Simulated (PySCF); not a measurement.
# C3H7NSi: core ionisation energies

Species: C₃H₇NSi.
Structure used (GFN2-xTB), in Å, numbered top down from 1:
```
atom  x, y, z in Å
C1     2.4230   -0.8828    0.1698
N2     1.1994   -0.6130    0.2766
Si3    0.1289    0.4250   -0.5248
C4    -1.6300   -0.2404   -0.3483
C5    -1.2971    0.8648    0.6330
H6     3.1014   -0.4336   -0.5574
H7     2.8571   -1.6148    0.8424
H8     0.4161    1.3243   -1.6311
H9    -1.7916   -1.2215    0.0700
H10   -2.3504    0.0025   -1.1148
H11   -1.2481    0.5843    1.6733
H12   -1.8076    1.8046    0.4852
```

Theory: delta-SCF UKS SCAN, pcX-2 on the ionised atom, pcseg-1 elsewhere, spin-free X2C (PySCF). Binding energies are ΔSCF values: E(core-ionised, relaxed orbitals) − E(ground state) at a fixed geometry, referred to the vacuum level.

Problem. What binding energy does each computed site have?

Solution. 
```json
{"atom(s)": "Si3", "bonded to": "N, 2 C and H", "level": "Si 2p3/2", "binding energy (eV)": "106.45", "2p1/2 (eV)": "107.08", "above the level's lowest (eV)": "0.00", "count": "1"}
{"atom(s)": "C4/C5", "bonded to": "C, 2 H and Si", "level": "C 1s", "binding energy (eV)": "289.64", "2p1/2 (eV)": "–", "above the level's lowest (eV)": "0.00", "count": "2"}
{"atom(s)": "C1", "bonded to": "N (double bond) and 2 H", "level": "C 1s", "binding energy (eV)": "291.28", "2p1/2 (eV)": "–", "above the level's lowest (eV)": "+1.64", "count": "1"}
{"atom(s)": "N2", "bonded to": "C (double bond) and Si", "level": "N 1s", "binding energy (eV)": "404.35", "2p1/2 (eV)": "–", "above the level's lowest (eV)": "0.00", "count": "1"}
{"atom(s)": "Si3", "bonded to": "N, 2 C and H", "level": "Si 1s", "binding energy (eV)": "1846.24", "2p1/2 (eV)": "–", "above the level's lowest (eV)": "0.00", "count": "1"}
```

Lowest listed C 1s: C4/C5, bonded to C, 2 H and Si. Highest, 1.64 eV above it: C1, bonded to N (double bond) and 2 H.

Problem. Which effective nuclear charge Zeff reproduces each element's mean 1s value in the hydrogen-like formula E = 13.606 eV × Zeff²?

Solution. C (Z = 6): mean 290.2 eV, Zeff = 4.62, Z − Zeff = 1.38; N (Z = 7): mean 404.4 eV, Zeff = 5.45, Z − Zeff = 1.55; Si (Z = 14): mean 1846.2 eV, Zeff = 11.65, Z − Zeff = 2.35. Means run over the listed sites, weighted by atom count.

The first atom of each set that the bonding makes equivalent was ionised and stands for the set. The unrestricted hole states depart most from a pure doublet (⟨S²⟩ = 0.75; over 0.85 named) for C 1s of C1 (0.87) and N 1s of N2 (atom 2) (0.90), which makes these values less certain. Spin–orbit coupling isn't in the SCF: each 2p doublet comes from a relaxed spin-free hole plus a matrix of the shell (mean-field spin–orbit coupling and the ground-state 2p splitting), with 2p3/2 averaged over its two sublevels. 2p1/2 minus 2p3/2 (ligand field included): Si 0.62 eV. One conformer (not necessarily the lowest) at the GFN2-xTB geometry, without solvent, vibrations or thermal averaging.
